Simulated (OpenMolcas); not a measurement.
Cr3+ in MgO: curves along the breathing mode

Cr3+ with its 6 nearest oxide ions, on the Mg site of MgO (a = 4.2112 Å, distance in the model lattice 2.106 Å). The rest of the host is ab initio model potentials to 7.6 Å, with orthogonalisation functions on the cations behind the ligands, and point charges beyond; the distance is set by hand and nothing relaxes, and no local charge compensation is placed. Ligand basis ANO-RCC-VDZP.

- Program: OpenMolcas
- Method: SS-CASPT2, IPEA 0.25 Eh, imaginary shift 0.1 Eh (closed shells correlated: 3s 3p and the ligand valence shells)
- Basis: ANO-RCC-VDZP [5s4p2d1f]
- Scalar Hamiltonian: DKH2, point nucleus
- Active space: 3 electrons in 5 orbitals (3d)
- State averaging: 2S+1 = 4 even, 10 roots; 2S+1 = 2 even, 40 roots
- Spin-orbit coupling: state interaction with AMFI integrals over the reference wave functions

Spin-free energies (labels of O, the rotations of Oh) in cm-1 above the lowest fitted minimum, as all ligands move together:

| R (Å) | 4A2 | 2E | 2T1 | 4T2 | 2T2 | 4T1 | 2A1 |
| --- | --- | --- | --- | --- | --- | --- | --- |
| 1.899 | 3010 | 16740 | 17520 | 25590 | 24350 | 33050 | 35250 |
| 1.944 | 260 | 13900 | 14680 | 21300 | 21330 | 28590 | 30930 |
| 1.989 | 370 | 13870 | 14730 | 20100 | 21150 | 27220 | 29670 |
| 2.034 | 2960 | 16320 | 17140 | 21640 | 23420 | 28560 | 31080 |
| 2.078 | 7610 | 20820 | 21650 | 25430 | 27770 | 32190 | 34760 |
| 2.123 | 14320 | 27350 | 28190 | 31490 | 34180 | 38080 | 40630 |
| 2.168 | 22860 | 35690 | 36520 | 39540 | 42410 | 45990 | 48480 |

Cubic fits give the following; the wavenumber is harmonic, with the mass of all moving ligands, small differences in it between states hang on the degree of the fit, a number in brackets counts states of one label, and the table is a selection of at most 14 states with clean curves.

| State | R0 (Å) | Breathing mode (cm-1) | Minimum (cm-1) |
| --- | --- | --- | --- |
| 4A2 | 1.965 | 677 | 0 |
| 2E | 1.967 | 672 | 13570 |
| 2T1 | 1.967 | 671 | 14390 |
| 4T2 | 1.986 | 691 | 20090 |
| 2T2 | 1.970 | 670 | 20920 |
| 4T1 | 1.989 | 687 | 27210 |
| 2A1 | 1.988 | 684 | 29660 |
| 2T2(2) | 1.988 | 676 | 33510 |
| 2T1(2) | 1.988 | 683 | 34200 |
| 2E(2) | 1.987 | 683 | 34650 |
| 2T1(3) | 1.990 | 680 | 39140 |
| 4T1(2) | 2.005 | 702 | 42240 |
| 2T2(3) | 1.983 | 698 | 44970 |
| 2A2 | 1.987 | 681 | 45620 |

The minimum of 4T2 is shifted by +0.0208 Å against 4A2 (from the unrounded fits). With M = 96.0 u for the moving shell, the Huang-Rhys factor in this mode is S = M ω ΔR² / 2ħ = 0.01483 × 96.0 × 677 × 0.0208² = 0.42. Only the first shell moves, against a rigid host.

Roots that are degenerate in the reference are averaged as groups; the widest CASPT2 spread within a group is 990 cm-1 (the 3-fold group of multiplicity 2 near 76500 cm-1 above the lowest state of its run, R = 1.989). Shifts and gaps below about the spread of the groups concerned are not significant. Over all roots computed the reference weight is 0.71 in R = 1.899, 0.70 to 0.71 in R = 1.944, 0.70 to 0.71 in R = 1.989, 0.70 to 0.71 in R = 2.034, 0.70 to 0.71 in R = 2.078, 0.69 to 0.71 in R = 2.123, 0.69 to 0.70 in R = 2.168; a low but even weight reflects the number of correlated electrons. Ligand-to-metal charge-transfer states are missing. With no ligand orbital active B as a rule stays too high, so bands that hang on it stand too high and its fall with covalency is understated. With one d shell and no ligand orbital active, 10Dq can be off by a tenth or more. The least metal-like active orbital is 85 % on the metal (Löwdin) and no ligand orbital is active, so the numbers are rough (holds for R = 1.899). No measured value stands beside these numbers.
